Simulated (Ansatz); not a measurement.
`F[SiH](Cl)S[SiH2]Cl` and `CS[SiH](F)Cl` differ in one atom or group.

Ansatz, PBE0-D4/def2-TZVP geometries, multiplicity 1. Each molecule was computed in one conformer, which needn't be the lowest.

```tsv
property	`F[SiH](Cl)S[SiH2]Cl`
size of the dipole moment (PBE/def2-TZVPP) / D	1.22
size of the dipole moment (ωB97M-V/def2-TZVPP) / D	1.32
HOMO–LUMO gap (ωB97M-V/def2-TZVPP) / eV	11.75
HOMO–LUMO gap (B3LYP/def2-TZVPP) / eV	7.32
LUMO energy (PBE0/def2-TZVPP) / eV	-0.55
LUMO energy (B3LYP/def2-TZVPP) / eV	-0.69
```

Give the same properties after the change, and the shifts. (An estimate is asked.)

Ansatz gave: 
```json
{"property": "size of the dipole moment (PBE/def2-TZVPP) / D", "`CS[SiH](F)Cl`": "1.37", "shift": "0.15"}
{"property": "size of the dipole moment (ωB97M-V/def2-TZVPP) / D", "`CS[SiH](F)Cl`": "1.32", "shift": "0.00"}
{"property": "HOMO–LUMO gap (ωB97M-V/def2-TZVPP) / eV", "`CS[SiH](F)Cl`": "11.40", "shift": "-0.35"}
{"property": "HOMO–LUMO gap (B3LYP/def2-TZVPP) / eV", "`CS[SiH](F)Cl`": "6.81", "shift": "-0.51"}
{"property": "LUMO energy (PBE0/def2-TZVPP) / eV", "`CS[SiH](F)Cl`": "-0.27", "shift": "0.28"}
{"property": "LUMO energy (B3LYP/def2-TZVPP) / eV", "`CS[SiH](F)Cl`": "-0.50", "shift": "0.19"}
```

With PBE0 the HOMO rises by 0.73 eV and the LUMO rises by 0.28 eV, so the gap narrows by about 0.45 eV. PBE moves the HOMO by 0.73 eV and ωB97M-V by 0.68 eV. Dipoles are sizes alone; their direction can turn.

B3LYP here is the variant with VWN-RPA as its local correlation; programs differ in this.
